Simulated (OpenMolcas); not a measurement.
# Co4+, Rh4+, Ir4+: d5 down the group

- Program: OpenMolcas 26.06
- Method: MS-CASPT2, IPEA 0.25 Eh, imaginary shift 0.1 Eh
- Basis: ANO-RCC-VTZP
- Scalar Hamiltonian: DKH2, point nucleus
- Spin-orbit coupling: RASSI with atomic mean-field integrals over the reference wave functions, term energies averaged over their components

Active space for each ion: 5 electrons in 5 orbitals (d); closed shells correlated by CASPT2: Co4+ 3s 3p; Rh4+ 4s 4p; Ir4+ 5s 5p.

Computed levels in cm-1 above 6S 5/2:

| Level | Co4+ | Rh4+ | Ir4+ |
| --- | --- | --- | --- |
| 4G 7/2 | 39720 | 26920 | 23690 |
| 4G 11/2 | 39730 | 27050 | 25150 |
| 4G 9/2 | 39750 | 27140 | 26140 |
| 4P 1/2 | 44040 | 30620 | 27810 |
| 4D 7/2 | 47390 | 31910 | 31080 |
| 4D 1/2 | 47560 | 33150 | 35600 |
| 2I 11/2 | 58110 | 39510 | 37010 |
| 2I 13/2 | 58250 | 40260 | 40710 |
| 2F 7/2(1) | 64070 | 45980 | 52000 |
| weight of 6S in the lowest level (%) | 100 | 99 | 85 |

Mixed levels, with the weight of the term that names them: Rh4+ 4P 1/2 (68 %), Rh4+ 4D 1/2 (68 %), Rh4+ 2F 7/2(1) (68 %), Ir4+ 4G 7/2 (63 %), Ir4+ 4P 1/2 (59 %), Ir4+ 4D 7/2 (65 %), Ir4+ 4D 1/2 (65 %), Ir4+ 2I 11/2 (73 %), Ir4+ 2F 7/2(1) (63 %).

Measured, with the error of the calculation in %. Measured levels: Co4+ from Sugar and Corliss, J. Phys. Chem. Ref. Data 10, 1097 (1981).

```tsv
Level	Co4+
4G 11/2	37218 (+6.8)
4P 1/2	41024 (+7.4)
4D 7/2	44709 (+6.0)
4D 1/2	44908 (+5.9)
2F 7/2(1)	59455 (+7.8)
```

Without spin-orbit coupling 4G lies 39730, 27000, 24610 cm-1 above 6S in that order; the difference to the level 4G 7/2, of either sign, comes from spin-orbit coupling, which also lowers the zero.

CASPT2 breaks the degeneracy within a term, and the mean is taken; among the terms shown or strongly mixed into the levels shown the widest spread is 800 cm-1 (4d5 4F, Rh4+). Blocks of more than 70 roots (2S+1 = 2 even) ran without multistate coupling. Terms from blocks run as CI alone lack orbitals of their own. Computed and measured levels are paired by configuration, term and J; levels that our copy of the source lacks, or whose pairing is in doubt (as where it misses far off the trend of its configuration), stay unpaired and out of the deviations. Only configurations of the active space appear.

A number in round brackets counts repeated terms of one configuration in the order of the reference energies.
